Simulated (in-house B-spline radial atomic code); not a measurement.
Values are calculated unless marked as measured or tabulated.
## Stopping and range of 20 keV Xe in Ge

The pair potential comes from two frozen, spherical free-atom densities (PBE, B-spline radial code, scalar-relativistic past argon): electrostatics plus the change in Thomas-Fermi kinetic and Dirac exchange energy where they overlap, the recipe behind the universal ZBL potential, which averages such potentials (from solid-state densities) over many pairs. It is written V = (Z1 Z2 e²/r) φ(r/a), with e² = 14.3996 eV·Å and a = 0.46850 Å/(Z1^0.23 + Z2^0.23); ZBL's fit is φ = 0.18175 e^(−3.1998x) + 0.50986 e^(−0.94229x) + 0.28022 e^(−0.4029x) + 0.02817 e^(−0.20162x). Where φ falls below 4e-4 it is continued as an exponential.

The target is taken as amorphous, with density 5.3234 g/cm³ (NSM archive of the Ioffe Institute); channelling is ignored. Masses: Xe 131.29, Ge 72.63 u. Nuclear stopping is S_n = 4π a Z1 Z2 e² M1/(M1 + M2) × s_n(ε), with s_n integrated over impact parameters for each pair. Electronic stopping is Lindhard and Scharff's S_e = Z1^(1/6) 8π e² a0 Z1 Z2/(Z1^(2/3) + Z2^(2/3))^(3/2) × v/v0, with a0 = 0.529177 Å and v = v0 at 24.801 keV/u; it misses the oscillations with Z1 seen in experiment, which reach tens of per cent. Compounds add by atom fraction.

```json
{"target atom": "Ge", "a (Å)": "0.09921", "ε at this energy": "0.0284", "s_n, this pair": "0.2385", "s_n, ZBL potential": "0.2352"}
```

Problem. What are the atom density and the stopping powers at entry?

Solution. N = 5.3234 × 0.602214/72.63 = 0.04414 atoms/Å³. For Ge: S_n = 19970 × 0.2385 = 4763 eV·Å², S_e = 2.9644 × √20000 = 419.2 eV·Å². Averaged over the target's atoms and times N × 10 Å/nm, the ion loses N S_n = 2100 eV/nm to recoils and N S_e = 185 eV/nm to electrons; the nuclear share is 92 %.

Along the track:

```tsv
E (keV)	N S_n (eV/nm)	N S_e (eV/nm)
1	598	41.4
3	1010	71.7
6	1360	101
10	1660	131
15	1920	160
20	2100	185
```

Problem. Estimate the path length and the projected range.

Solution. With continuous slowing down the path is the integral of dE/(N (S_n + S_e)). Trapezoids over the table give 12.3 nm, and the stretch below the first row, with stopping taken as √E, adds 2E/(N S) = 3.1 nm: 15.4 nm in all, against 15.2 nm on a fine grid from 5 eV. Deflections shorten the depth: to first order in the energy passed on, N (S_n + S_e) dR_p/dE = 1 − N S_n (M2/M1) R_p/(2E), summed over the target's atoms, and integrating this on the fine grid gives R_p = 10.3 nm, 0.67 of the path. Lindhard's rule of thumb R/(1 + M2/3M1), with mean M2/M1 = 0.55, gives 12.8 nm. On the ZBL potential the same equation gives 10.4 nm, and the full integral equation, which keeps hard collisions, 10.6 nm.
